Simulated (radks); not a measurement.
Spherical quantum dot in the effective-mass picture: electrons in a parabolic well V = omega^2 r^2 / 2 with omega = 0.732, all in effective atomic units (hartree* = m*/eps^2 hartree, bohr* = eps/m* bohr), one dielectric constant everywhere. Calculated with a radial shooting solver with Libxc functionals: non-relativistic Kohn-Sham, LDA (Slater exchange, Perdew-Wang correlation), spin-polarised, spherical densities. Levels are named by radial order and angular momentum (1s, 1p, 1d, 2s, ...), and open shells are averaged over m.

N = 33, configuration 1s2 1p6 1d10 2s2 1f(up 7, down 6). This is the lowest configuration that the search found. Occupied and some empty levels:

level,occupation,eigenvalue (hartree*),<r> (bohr*)
1s up,1,11.840,2.207
1s down,1,11.844,2.199
1p up,3,12.104,2.787
1p down,3,12.110,2.782
1d up,5,12.398,3.167
1d down,5,12.405,3.165
2s up,1,12.453,2.699
2s down,1,12.458,2.704
1f up,7,12.726,3.450
1f down,6,12.733,3.450
2p up,0,12.837,2.969
2p down,0,12.842,2.972
1g up,0,13.086,3.679
1g down,0,13.093,3.680
2d up,0,13.248,3.247
2d down,0,13.252,3.247

Energy (hartree*): total 257.930, kinetic 20.654, external 93.195, Hartree 156.66, exchange-correlation -12.580.

Electron density:

r (bohr*),n(r) (e/bohr*^3)
0.130,0.1512
0.619,0.1341
1.11,0.1104
1.60,0.1026
2.09,0.1159
2.58,0.1320
3.07,0.1260
3.56,0.09107
4.05,0.04645
4.54,0.01591
5.03,0.003536
5.51,0.0005070
6.00,0.00004691
6.49,2.834e-06
